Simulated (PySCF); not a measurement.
How methods differ on the excitation energy of Si²⁺

Si²⁺ [Ne] 3s2 (1S) → Si²⁺ [Ne] 3s1 4s1 (3S), as a difference of total energies. All numbers are calculated (PySCF 2.14, no relativity, point nucleus, in dyall-av3z (19s12p3d2f, 84 functions)). Correlated levels: valence: [Ne] frozen; virtual orbitals above 40 to 60 times the deepest correlated orbital energy dropped. The calculations carry no spin-orbit coupling.

```json
{"method": "UHF", "excitation energy (eV)": "17.795"}
{"method": "MP2 (valence)", "excitation energy (eV)": "18.555"}
{"method": "SCS-MP2 (valence)", "excitation energy (eV)": "18.814"}
{"method": "CCSD (valence)", "excitation energy (eV)": "18.801"}
```

How much does correlation contribute at MP2 (valence)?

18.555 − (17.795) = 0.760 eV, measured against UHF.

The promoted electron is Rydberg-like, and one or two diffuse shells describe it only roughly, which tends to raise the upper state.

With two correlated electrons CCSD is exact in that space.
